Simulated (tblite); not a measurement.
Species: C5H6NSi (doublet state).
Numbering: `[N:1]#[C:2][Si@H:3]1[CH2:4][C:5]=[CH:6][CH2:7]1` (hydrogens: H8 on Si3; H9, H10 on C4; H11 on C6; H12, H13 on C7)

All values are computed: GFN2-xTB (tblite) harmonic vibrations without scaling, gas phase. Against measured fundamentals such values can be off by several per cent, at times by over 20. Modes of hydrogen on silicon can be 10 to 20 % off. Open shells enter through the occupations alone, without spin polarisation, and single modes of such species can be off by tens of per cent.

Harmonic wavenumbers (cm⁻¹): 65.2, 97.0, 161.4, 312.6, 319.3, 327.8, 394.6, 535.4, 569.0, 600.5, 616.7, 671.7, 716.4, 757.4, 779.5, 839.4, 934.3, 1016.0, 1040.6, 1072.4, 1121.1, 1150.9, 1226.6, 1445.3, 1449.6, 1747.8, 2270.8, 2325.4, 2950.6, 2970.3, 2971.9, 2989.7, 3101.1.

A = 4457, B = 1540, C = 1373 MHz; mass 108.027 u (most abundant isotopes); point group C1, symmetry number 1; spin multiplicity 2.

**Question.** What is the zero-point energy?

**Answer.** Half the sum of the wavenumbers: 19774 cm⁻¹ = 236.55 kJ/mol.

**Question.** What is S at 400 K and 1 bar for an ideal gas of classical rigid rotors and harmonic oscillators?

**Answer.** Translation 173.36, rotation 120.50, vibration 111.51, spin (R ln 2) 5.76: S = 411.1 J/(mol K).

**Question.** And Cp and H(400 K) − H(0)?

**Answer.** Cp = 156.52 J/(mol K), of which vibrations give 123.26 (their classical limit is 33 R = 274.4); H(400 K) − H(0) = 37.69 kJ/mol without the zero-point energy, 24.39 from vibrations.

**Question.** How do the functions run with temperature in this model?

**Answer.** 
```tsv
T (K)	S (J/(mol K))	Cp (J/(mol K))	H − H(0) (kJ/mol)	G − H(0) (kJ/mol)	ln q(vib)
100	273.5	60.5	4.56	-22.79	0.92
200	325.5	94.2	12.25	-52.85	2.52
300	370.2	128.1	23.40	-87.67	4.26
500	448.6	178.9	54.50	-169.78	7.91
800	543.2	223.2	115.46	-319.14	13.17
1000	595.2	242.2	162.10	-433.11	16.39
```

q(vib) and H(0) count from the zero-point level.

**Question.** What must be added to the electronic energy to get the Gibbs energy at 400 K and 1 bar?

**Answer.** ZPE + [H(400 K) − H(0)] − T·S = 236.55 + 37.69 − 164.45 = 109.79 kJ/mol.

**Question.** Blend soft modes into free rotors: weight 1/[1 + (100 cm⁻¹/ν̃)⁴] for the oscillator and the rest for a rotor with moment μB/(μ + B), μ = h/(8π²ν), B = 10⁻⁴⁴ kg m². What vibrational entropy results?

**Answer.** 104.68 J/(mol K) in place of 111.51, which changes −T·S at 400 K by +2.73 kJ/mol.

**Question.** Which modes carry the vibrational entropy at 400 K?

**Answer.** 65.2 cm⁻¹: 20.39; 97.0 cm⁻¹: 17.11; 161.4 cm⁻¹: 12.95; 312.6 cm⁻¹: 7.76; 319.3 cm⁻¹: 7.61; 327.8 cm⁻¹: 7.41 J/(mol K); the other 27 give 38.28 together.

Hindered rotation and anharmonicity are outside this model. The structure is chiral; the term R ln 2 for an equal mix with its mirror image is left out.
